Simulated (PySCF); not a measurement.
C₆H₁₂BO₂ (SMILES CC1(C)O[B]OC1(C)C), doublet, geometry from GFN2-xTB. Base run: B3LYP/STO-3G in PySCF.

Input for PySCF:
```python
from pyscf import gto, scf, dft

mol = gto.Mole()
mol.atom = '''
    C     1.48710897    1.20539539   -0.61618094
    C     0.77466121   -0.07431944   -0.17081065
    C     1.27822759   -1.24732067   -1.00515083
    O     1.14641932   -0.29412177    1.21015392
    B     0.09393638    0.01824653    1.99808540
    O    -1.02808914    0.31710664    1.30680277
    C    -0.78733229    0.07185816   -0.09871123
    C    -1.53732232   -1.21514900   -0.45188832
    C    -1.36795313    1.22989207   -0.90336734
    H     2.55859468    1.06595559   -0.49202134
    H     1.18462008    2.04516570    0.00410776
    H     1.27837026    1.42611539   -1.65918394
    H     0.92367057   -2.19405612   -0.61047442
    H     2.36503208   -1.25741367   -0.97697224
    H     0.95426780   -1.14070787   -2.03743575
    H    -2.59255428   -1.07255202   -0.23032048
    H    -1.42716054   -1.45501693   -1.50567776
    H    -1.17725806   -2.04373567    0.15248709
    H    -0.97874581    2.18335811   -0.56101033
    H    -1.14217070    1.10420896   -1.95937607
    H    -2.44732959    1.24142792   -0.77354717
'''
mol.basis = 'sto-3g'
mol.spin = 1
mol.verbose = 3
mol.build()

mf = dft.UKS(mol)
mf.xc = 'b3lyp'
mf.kernel()
```

Variants of this job, named by their change:

```csv
change,ΔE vs base (mEh),fitting functions,dipole (D)
base,0.000,-,2.14
auxbasis = def2-universal-jkfit,-2.553,895,2.14
auxbasis = autoaux,-11.655,678,2.15
auxbasis = cc-pvqz-jkfit,-0.243,1566,2.14
auxbasis = def2-svp-ri,-25.304,600,2.14
auxbasis = cc-pvtz-jkfit,-0.335,1071,2.14
"exchange = seminumerical (SGX) (with mf = sgx.sgx_fit(mf, auxbasis='def2-universal-jfit'); with mf.with_df.dfj = True)",-4.442,573,2.14
auxbasis = even-tempered beta=3.0,-23.882,333,2.15
auxbasis = even-tempered beta=2.0,-11.730,507,2.15
only_dfj = on; auxbasis = def2-universal-jfit,-4.435,573,2.14
```

A fitting set is made for a task (jfit for Coulomb, jkfit for Coulomb and exchange, ri for correlation) and for a family of orbital bases.

Open shells are given as the SCF converged; they aren't shown to be the lowest states, and a large step between rows can be another state.
